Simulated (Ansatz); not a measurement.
Species: KO (charge 0, doublet). 
Geometry from a B3LYP-D3(BJ)/def2-TZVP (Ansatz, a first-principles code) optimisation:
```xyz
2

K      0.0000     0.0000    -0.6526
O      0.0000     0.0000     1.5500
```
Charge 0, spin multiplicity 2.

Task: Give the harmonic wavenumbers at B3LYP-D3(BJ)/def2-TZVP (Ansatz, finite differences of forces, unscaled).

Result: 421 cm⁻¹. Zero-point energy 0.6 kcal/mol.

Task: From these and the geometry, give the ideal-gas thermochemistry at 298.15 K and 1 atm (rigid rotor, harmonic oscillator).

Result: Point group C∞v, rotational symmetry number 1. Rotational constants 9.176, 9.176 GHz. S(trans) 37.94, S(rot) 14.94, S(vib) 0.89, S(elec, spin only) 1.38, S 55.1 cal/(mol K). H(298) - H(0) 2.26 kcal/mol; G - E(el) -13.6 kcal/mol.
